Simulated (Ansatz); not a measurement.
`BNB` + HBr → `BBr` + `BN` at 400 K and 1 bar (ligand exchange at a B–N bond).

Gas-phase electronic energies from Ansatz, PBE0-D4/def2-TZVP geometries. CCSD(T)/CBS is the MP2 limit (def2-TZVPP, def2-QZVPP) plus CCSD(T) − MP2 in def2-TZVPP, frozen cores. This one scheme is used for every species. For Br outer-core shells are correlated without core-valence functions, which leaves a few kJ/mol of doubt a bond. Scalar relativity is left out up to krypton.

```json
{"species": "`BNB`", "CCSD(T)/CBS energy (Eh)": "-107.34560", "H − E (kJ/mol)": "178.8", "S (J/(mol·K))": "279.5"}
{"species": "HBr", "CCSD(T)/CBS energy (Eh)": "-2573.91920", "H − E (kJ/mol)": "27.6", "S (J/(mol·K))": "207.2"}
{"species": "`BBr`", "CCSD(T)/CBS energy (Eh)": "-2599.32470", "H − E (kJ/mol)": "69.2", "S (J/(mol·K))": "259.0"}
{"species": "`BN`", "CCSD(T)/CBS energy (Eh)": "-81.93499", "H − E (kJ/mol)": "142.5", "S (J/(mol·K))": "243.5"}
```

H − E and S are ideal-gas, rigid-rotor, harmonic terms from PBE0-D4/def2-TZVP. 1 Eh = 2625.50 kJ/mol, R = 8.31446 J/(mol·K).

By hand: ΔE, ΔH, ΔS and ΔG.

ΔE = (-2599.32470) + (-81.93499) − (-107.34560) − (-2573.91920) = 0.00511 Eh = 13.4 kJ/mol. Δ(H − E) = 69.2 + 142.5 − 178.8 − 27.6 = 5.3, so ΔH = 18.7 kJ/mol. ΔS = 259.0 + 243.5 − 279.5 − 207.2 = 15.8 J/(mol·K). ΔG = 18.7 − 400 × (15.8)/1000 = 12.4 kJ/mol.

By hand: the equilibrium constant, and the temperature at which ΔG would vanish if ΔH and ΔS stayed fixed.

log₁₀ K = −ΔG/(RT ln 10) = -1.6. ΔG = 0 at ΔH/ΔS = 1184 K, though so small a ΔS makes that figure unsure.

TΔS isn't small against ΔH here. A doubt of 5 kJ/mol in ΔE shifts log₁₀ K by 0.7 here. These are equilibria of isolated gas molecules and say nothing of rates. Largest T1 diagnostic: 0.012 (customary marks: 0.02 for closed shells, 0.045 for open ones).
